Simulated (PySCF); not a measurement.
## Computed properties of SnH4, SMILES [SnH4]

SnH₄, SMILES [SnH4]. Geometry optimised at PBE0-D3(BJ)/def2-TZVPD. The isomer is the one that the SMILES or the coordinates give; other isomers of the formula were not compared. The def2 effective core potentials stand for the cores of Sn; spin–orbit coupling is left out. One conformer was computed; it need not be the lowest. All values are computed for the isolated molecule unless a solvent is named; none is compared with measurement here.

**Structure.** The optimised structure has Td symmetry. All 9 harmonic modes at PBE0-D3(BJ)/def2-TZVPD (PySCF) are real, so it is a minimum.

**Vibrations.** The strongest infrared lines (harmonic, unscaled, degenerate partners summed) lie at 1960 cm⁻¹ (529 km/mol, H 100 %), 684 cm⁻¹ (434 km/mol, H 98 %). The softest mode is at 684 cm⁻¹ and the zero-point energy is 16.3 kcal/mol.

**Electronic structure.** HF/def2-TZVPD (PySCF) places the frontier levels at -12.18 and 1.63 eV, a gap of 13.81 eV, and gives a dipole moment of 0.00 D and a mean polarisability of 42.1 bohr³. PBE/def2-TZVPD (PySCF) at the same geometry gives -7.94 and -0.82 eV, so its gap is 6.69 eV narrower. An orbital gap is neither the optical nor the fundamental gap.

**Excitations.** TDA-ωB97X/def2-TZVPD (PySCF) has S1 at 8.48 eV (146 nm, f = 0.000, dark); the most intense of the 10 singlets computed lies at 8.51 eV (f = 0.67). Strengths of degenerate partners are summed. T1 (TDA) is at 7.61 eV, 0.87 eV under S1. TDA-PBE/def2-TZVPD (PySCF) puts S1 at 7.37 eV. No vertical singlet excitation falls in the visible range (under 3.1 eV).
